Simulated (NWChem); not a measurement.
Species: C$_{2}$H$_{5}$N$_{3}$Si; SMILES N[SiH]1N=CC=N1

```xyz
11

N      0.0548     2.1045     0.5162
Si    -0.0473     0.6756    -0.4236
N      1.3455    -0.4139    -0.1121
C      0.8096    -1.5343     0.1893
C     -0.7192    -1.5924     0.2324
N     -1.3474    -0.5141    -0.0399
H      0.2795     2.0639     1.5027
H     -0.5306     2.9016     0.3001
H     -0.1756     1.0572    -1.8475
H      1.4062    -2.4277     0.4096
H     -1.2312    -2.5284     0.4866
```
Atoms are numbered in this order, from 1.

Program: NWChem. Geometry: optimised at B3LYP/6-31G* (spherical d). B3LYP is NWChem's, with the RPA form of VWN correlation. Total energies of different functionals are on different scales.

```json
[
 {"level": "PBE/def2-TZVP", "energy (Ha)": "-532.6619", "highest occupied level (eV)": "-6.00", "orbital gap (eV)": "2.74", "dipole (D)": "1.28"},
 {"level": "B3LYP/def2-TZVP", "energy (Ha)": "-533.1257", "highest occupied level (eV)": "[?]", "orbital gap (eV)": "[?]", "dipole (D)": "1.31"},
 {"level": "LDA (Slater exchange, VWN5)/def2-TZVP", "energy (Ha)": "-529.9119", "highest occupied level (eV)": "-6.14", "orbital gap (eV)": "2.62", "dipole (D)": "1.30"},
 {"level": "PBE0/def2-TZVP", "energy (Ha)": "-532.6978", "highest occupied level (eV)": "-7.43", "orbital gap (eV)": "5.17", "dipole (D)": "1.32"},
 {"level": "TPSSh/def2-TZVP", "energy (Ha)": "-533.1298", "highest occupied level (eV)": "-6.65", "orbital gap (eV)": "3.93", "dipole (D)": "1.31"},
 {"level": "CAM-B3LYP/def2-TZVP", "energy (Ha)": "-532.9965", "highest occupied level (eV)": "-8.87", "orbital gap (eV)": "7.78", "dipole (D)": "1.36"}
]
```

Some entries are withheld; supply them.


- B3LYP/def2-TZVP, highest occupied level (eV): -7.21
- B3LYP/def2-TZVP, orbital gap (eV): 4.73
